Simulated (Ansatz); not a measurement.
Species: CH3Cl2Si (charge 0, doublet). It need not be the lowest isomer of its formula. 
Structure (B3LYP-D3(BJ)/def2-TZVP (Ansatz, a program for electronic structure) minimum search):
```
C
H 1 1.0903
H 1 1.0903 2 109.31
H 1 1.0925 2 109.07 3 -119.17
Si 1 1.8726 2 110.12 4 -119.74
Cl 5 2.0731 1 108.88 2 60.45
Cl 5 2.0731 1 108.88 2 178.94
```
Charge 0, spin multiplicity 2.

Basis-set convergence of Hartree-Fock and CCSD correlation energies (hartree) with Ansatz. Valence correlation only, unless marked. Open shells are spin-unrestricted. No spin-orbit coupling. Non-relativistic.

| basis | functions | E(HF) | E(corr, CCSD) |
|---|---|---|---|
| aug-cc-pV(D+d)Z | 146 | -1247.65458 | -0.57834 |
| aug-cc-pV(T+d)Z | 280 | [?] | [?] |

**Question.** Complete the blanks.

**Answer.** 
- aug-cc-pV(T+d)Z, E(HF): -1247.70631
- aug-cc-pV(T+d)Z, E(corr, CCSD): -0.71318
